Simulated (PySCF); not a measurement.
C8H5N5, SMILES C1=CC2=NC=NC3=NC=CC(=N1)N23. Atoms are numbered in the order given.

```xyz
18

C     -1.2515     2.4015     0.0000
C      0.1301     2.3941     0.0000
C      0.8085     1.1554     0.0000
N      2.1353     1.0570     0.0000
C      2.6438    -0.1807     0.0000
N      1.9848    -1.3202     0.0000
C      0.6354    -1.2732     0.0000
N     -0.0766    -2.3805     0.0000
C     -1.4187    -2.2915     0.0000
C     -2.1161    -1.1056     0.0000
C     -1.3980     0.1167     0.0000
N     -2.0078     1.2962     0.0000
N      0.0046     0.0031     0.0000
H     -1.7930     3.3540     0.0000
H      0.7322     3.3008     0.0000
H      3.7393    -0.2487     0.0000
H     -1.9595    -3.2444     0.0000
H     -3.2031    -1.0513     0.0000
```
Charge 0, spin multiplicity 1.

Geometry: B3LYP-D3(BJ)/def2-SVP.

These are PBE/def2-SVP in PySCF values and carry that method's errors.

ESP charges are fitted to the potential on shells at 1.4 to 2.0 van der Waals radii. Atomic charges (e):

```csv
atom,ESP fit,Mulliken
C1,0.52,0.08
C2,-0.89,-0.03
C3,1.17,0.10
N4,-0.83,-0.11
C5,0.64,0.08
N6,-0.83,-0.08
C7,1.24,0.06
N8,-0.76,-0.07
C9,0.48,0.08
C10,-0.84,-0.03
C11,1.12,0.10
N12,-0.77,-0.09
N13,-0.96,-0.19
H14,0.06,0.02
H15,0.27,0.01
H16,0.05,0.03
H17,0.07,0.02
H18,0.26,0.01
```

Computed Mayer and Wiberg (Löwdin basis) orders of the bonds:
| bond | Mayer | Wiberg |
|---|---|---|
| C1–C2 | 1.41 | 1.52 |
| C2–C3 | 1.28 | 1.31 |
| C3–N4 | 1.53 | 1.54 |
| N4–C5 | 1.42 | 1.55 |
| C5–N6 | 1.55 | 1.68 |
| N6–C7 | 1.40 | 1.45 |
| C7–N8 | 1.57 | 1.62 |
| N8–C9 | 1.41 | 1.50 |
| C9–C10 | 1.45 | 1.55 |
| C10–C11 | 1.25 | 1.29 |
| C1–N12 | 1.45 | 1.53 |
| C11–N12 | 1.55 | 1.56 |
| C3–N13 | 1.08 | 1.19 |
| C7–N13 | 1.02 | 1.14 |
| C11–N13 | 1.08 | 1.19 |
| C1–H14 | 0.96 | 0.93 |
| C2–H15 | 0.96 | 0.92 |
| C5–H16 | 0.96 | 0.93 |
| C9–H17 | 0.96 | 0.93 |
| C10–H18 | 0.96 | 0.92 |
